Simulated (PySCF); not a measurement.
This PySCF input asks for the NMR shieldings of SMILES C[Si]1(C)N[SiH2]N[Si@H](O)N1, C₂H₁₃N₃OSi₃; the geometry comes from GFN2-xTB.

```python
import basis_set_exchange as bse
import numpy as np
from pyscf import gto, dft
from pyscf.prop import nmr

atoms = """
C    -2.697430   -0.775990   -0.402797
Si   -1.010819   -0.042865    0.066066
C    -1.199608    1.579872    1.054499
N    -0.130903   -1.211577    0.999402
Si    1.553931   -1.124387    1.338927
N     2.222011   -0.096381    0.124381
Si    1.646951    0.093781   -1.492796
O     2.347447    1.383469   -2.201714
N    -0.064007    0.269303   -1.353459
H    -3.263088   -0.081663   -1.013511
H    -2.594595   -1.700815   -0.959482
H    -3.286800   -0.984809    0.482935
H    -1.623907    2.376416    0.450107
H    -1.836877    1.453545    1.924832
H    -0.225948    1.910068    1.402943
H    -0.650289   -1.940642    1.454291
H     1.852601   -0.468350    2.622018
H     2.076409   -2.497933    1.305096
H     3.187988    0.149483    0.260868
H     2.037590   -0.972262   -2.409921
H     2.205328    2.255343   -1.842637
H    -0.556396    0.445777   -2.211682
"""
names = dict.fromkeys(["C", "Si", "N", "O", "H"], "pcSseg-1")
basis = {el: gto.basis.parse(bse.get_basis(n, elements=[el], fmt="nwchem")) for el, n in names.items()}
mol = gto.M(atom=atoms, basis=basis, charge=0, verbose=0)
mf = dft.RKS(mol, xc="PBE0")
mf.grids.level = 2
mf.grids.alignment = dft.numint.BLKSIZE   # the property module wants whole blocks of grid points
mf.conv_tol = 1e-9
mf.kernel()

calc = nmr.RKS(mf)   # GIAO
C = mf.mo_coeff
Co = C[:, mf.mo_occ > 0]
resp = mf.gen_response(singlet=True, hermi=2)
def vind(x):   # induced exchange potential for any number of trial vectors
    d = np.einsum("pi,xij,qj->xpq", C, 2 * x.reshape(-1, C.shape[1], Co.shape[1]), Co, optimize=True)
    return np.einsum("xpq,pi,qj->xij", resp(d - d.transpose(0, 2, 1)), C, Co, optimize=True).ravel()
mo1, _ = nmr.rhf.solve_mo1(calc, with_cphf=vind)
sigma = calc.kernel(mo1)
for i, s in enumerate(sigma):   # ppm
    print("%2d %-2s %9.2f" % (i, mol.atom_pure_symbol(i), np.trace(s) / 3))
```

Question: What are the results?

Answer: 
```
 0 C     185.62
 1 Si    353.83
 2 C     180.53
 3 N     236.16
 4 Si    387.00
 5 N     231.75
 6 Si    391.10
 7 O     268.36
 8 N     207.32
 9 H      31.74
10 H      31.61
11 H      31.76
12 H      31.67
13 H      31.72
14 H      31.21
15 H      31.68
16 H      26.30
17 H      26.30
18 H      31.68
19 H      26.80
20 H      29.79
21 H      30.98
```

These numbers come from an equivalent density-fitted implementation of the same equations, which agrees with the script to about 0.01 ppm for H and up to a few tenths of a ppm for heavy atoms, so last digits may differ.

Size and cost of the density-fitted run: 239 basis functions, 78 s wall time on 1 thread of an Arm Neoverse V1, shared host.
